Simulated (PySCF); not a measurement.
C2H7GeN, SMILES C[N](C)[GeH] (connectivity only; charge and spin as stated), neutral, multiplicity 1.

Coordinates come from a PBE0-D3(BJ)/def2-SVP optimisation. The structure was generated by enumeration; whether it is a known compound was not checked.

Calculation: TDDFT-CAM-B3LYP/def2-SVPD (PySCF).

Vertical excitations. Isolated molecule, no solvent. State labels are in the subgroup Cs.

| state | symmetry | energy (eV) | λ (nm) | f | main pairs |
|---|---|---|---|---|---|
| S1 | A" | 3.53 | 351 | 0.019 | HOMO→LUMO 99 % |
| S2 | A' | 4.91 | 252 | 0.149 | HOMO−1→LUMO 97 % |
| S3 | A' | 6.16 | 201 | 0.149 | HOMO→LUMO+1 81 % |
| S4 | A" | 6.23 | 199 | 0.012 | HOMO−2→LUMO 91 % |
| S5 | A" | 6.28 | 198 | 0.002 | HOMO−1→LUMO+1 83 % |
| S6 | A' | 6.40 | 194 | 0.146 | HOMO→LUMO+2 82 % |
| S7 | A" | 7.02 | 177 | 0.006 | HOMO−1→LUMO+2 71 %, HOMO−1→LUMO+3 16 % |
| S8 | A' | 7.47 | 166 | 0.152 | HOMO→LUMO+3 63 %, HOMO→LUMO+5 28 % |
| S9 | A' | 7.68 | 161 | 0.000 | HOMO→LUMO+4 56 %, HOMO→LUMO+5 21 %, HOMO→LUMO+3 10 % |
| S10 | A" | 7.69 | 161 | 0.002 | HOMO−1→LUMO+3 46 %, HOMO−1→LUMO+4 30 %, HOMO−1→LUMO+5 13 % |
| T1 | A" | 2.48 | 501 | 0 | HOMO→LUMO 98 % |
| T2 | A' | 3.32 | 374 | 0 | HOMO−1→LUMO 97 % |
| T3 | A' | 5.02 | 247 | 0 | HOMO→LUMO+2 46 %, HOMO→LUMO+1 35 %, HOMO→LUMO+3 8 % |
| T4 | A" | 5.69 | 218 | 0 | HOMO−2→LUMO 92 % |
Triplets are in the Tamm–Dancoff approximation, which puts them higher than full response would, so one can lie above its singlet here.
